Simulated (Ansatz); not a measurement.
Question: Name a neutral molecule of Al, B, C, Ge and H with HOMO–LUMO gap (PBE/def2-TZVPP) between 2.50 and 2.80 eV and LUMO energy (B3LYP/def2-TZVPP) between -2.55 and -2.25 eV (Ansatz, PBE0-D4/def2-TZVP geometry).

Answer: `C[B]([AlH2])[GeH3]` (2.63 eV, -2.31 eV). Other molecules can fit too; these were computed, each in one conformer that needn't be the lowest.

B3LYP here is the variant with VWN-RPA as its local correlation; programs differ in this.
